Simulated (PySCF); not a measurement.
**From computed data to an observable: oscillator strength and radiative lifetime**

ClH3MoO3Si, SMILES [O]=[Mo](=[O])([Cl])[O][SiH3], multiplicity 1.

Geometry optimised at PBE0-D3(BJ)/def2-SVP. The spin state was assumed, not searched. The def2 effective core potentials stand for the cores of Mo; spin–orbit coupling is left out. The values are those of a single conformer.

TDDFT-CAM-B3LYP/def2-SVPD in PySCF puts the first singlet state with f over 0.02 at 5.45 eV (vertical), with the transition dipole (0.164, 0.413, 0.000) in atomic units.

Task: Find the oscillator strength, the wavelength and the radiative lifetime that this transition would have in vacuum if emission retraced absorption.

Result: 
|μ|² = 0.1975 au, so |μ| = 1.13 D. ΔE = 5.45/27.211 = 0.2003 hartree. f = (2/3) ΔE |μ|² = 0.026 (the program prints 0.026).
λ = 1239.84/5.45 = 227 nm; ν = 43957 cm⁻¹.
Einstein's coefficient A = 0.6670 ν² f s⁻¹ (ν in cm⁻¹) = 3.4e7 s⁻¹, so τ = 1/A = 29 ns. This state is S4; the lower singlets have f = 0.001, 0.004, 0.000. The figure is the radiative limit of this one transition; relaxation, internal conversion, crossing to triplets and a medium change what is measured.
